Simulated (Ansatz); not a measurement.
A nudged elastic band was laid between two geometries of BrH + H4O4Ti (11 atoms, charge 0, multiplicity 1).

Level of theory: Ansatz, RKS PBE/def2-SVP.

- movable images: 7
- climbing image: yes
- spring: 5.0 eV/Å²
- optimiser: quadratic models (default)
- start path: through a guess of the saddle point
- force threshold: 0.05 eV/Å
- iteration limit: 60
- end points: relaxed

Initial state:

```xyz
11
Properties=species:S:1:pos:R:3
Ti -0.420 -0.035 -0.066
O -0.351 0.910 1.572
H -0.647 1.839 1.633
O 1.248 0.052 -0.680
H 1.995 0.172 -0.039
O -1.538 0.760 -1.228
H -2.406 0.436 -1.529
O -0.915 -1.727 0.267
H -0.406 -2.554 0.205
Br 2.588 0.701 2.273
H 1.065 0.857 2.078
```

Final state:

```xyz
11
Properties=species:S:1:pos:R:3
Ti 0.948 0.167 -0.070
O -1.774 -0.105 1.957
H -1.637 0.532 1.209
O 1.386 -0.452 -1.691
H 1.470 -1.374 -1.992
O -0.547 1.228 -0.142
H -0.894 1.682 -0.932
O 0.445 -1.129 1.003
H -0.435 -0.949 1.491
Br 2.769 1.393 0.908
H -1.519 0.416 2.743
```

Problem. What changes between the two ends?

Solution. Bonds broken: Ti1–O2, Br10–H11. Bonds formed: Ti1–Br10, O2–H11. BrH + H4O4Ti becomes BrH3O3Ti + H2O.

Problem. Give the energies along the band, and the barrier.

Solution. The forces met the threshold. The highest image is number 2 of 0 to 8, 14.7 kJ/mol above the first end and 62.2 kJ/mol above the last; the last end lies 47.5 kJ/mol below the first. Beside the main top the profile has a ripple of under 15 meV (maxima at images 2, 7), which may be a very shallow well or noise. A vibrational analysis at the climbing image gives one clearly imaginary mode, 99i cm⁻¹: a first-order saddle point. The orbitals stay closed-shell, which can raise the energy where a bond breaks towards radicals; this wasn't checked here.

```csv
image,path coordinate (Å),energy (kJ/mol),Ti1–O2 (Å),Br10–H11 (Å),Ti1–Br10 (Å)
0,0.00,0.0,1.89,1.54,3.88
1,1.58,3.0,1.89,1.54,3.94
2,3.17,14.7,2.01,1.84,3.32
3,4.50,-10.6,2.17,2.16,2.69
4,5.84,-21.2,2.26,2.31,2.57
5,7.18,-45.1,2.36,2.51,2.48
6,8.51,-45.8,2.46,2.61,2.45
7,9.85,-45.2,3.20,3.42,2.41
8,11.19,-47.5,3.40,4.77,2.40
```

Problem. What is the geometry of the highest image?

Solution. 
```xyz
11
Properties=species:S:1:pos:R:3:forces:R:3
Ti -0.176 -0.225 0.107 0.00 0.00 0.00
O -0.155 0.458 1.997 0.01 0.00 0.00
H -0.904 0.961 2.374 0.00 0.00 0.00
O 1.464 -0.723 -0.322 0.01 0.00 0.00
H 2.099 0.042 -0.190 0.00 0.00 0.00
O -0.899 0.975 -1.005 0.01 0.01 -0.01
H -1.751 0.929 -1.477 0.00 -0.01 0.00
O -1.244 -1.654 0.117 0.00 0.00 0.00
H -0.985 -2.589 0.019 0.00 0.00 0.00
Br 2.052 2.070 0.997 0.00 0.00 0.00
H 0.712 1.167 1.867 -0.01 -0.01 0.00
```

The band took 35 iterations and of the order of 40 core-minutes.

The run took 9.7 min on 4 threads of Arm Neoverse V1 (shared host), peak memory 0.26 GiB.
